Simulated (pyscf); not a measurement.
Single points on ωB97X-D3(BJ)/def2-SVP structures (PySCF, gas phase).

**Question.** How much does it cost (ΔH, 298 K, ωB97M-D3(BJ)/def2-TZVP) to split HO–MoH(Cl)(Cl)(Cl)–O–SiH₃ at its Mo–O bond into [HO–MoH(Cl)(Cl)–Cl]• + •O–SiH₃?

**Answer.** Mo–O to [HO–MoH(Cl)(Cl)–Cl]• + •O–SiH₃: 2.44 eV. The 7 functionals that were run give +2.43 (M06-2X) to +2.77 eV (PBE). The radicals are drawn with the spin at the cut bond; how far it spreads was not checked. •O–SiH₃ lies 1.08 eV over its isomer HO–SiH₂• (electronic energy, ωB97M-D3(BJ)/def2-TZVP). Other isomers of [HO–MoH(Cl)(Cl)–Cl]• were not searched in full and may lie lower. Open-shell species with a d-block atom are single-reference here; other states, and whether the spin sits on metal or ligand, were not checked. Elements past Kr carry the def2 core potentials, without spin-orbit coupling.
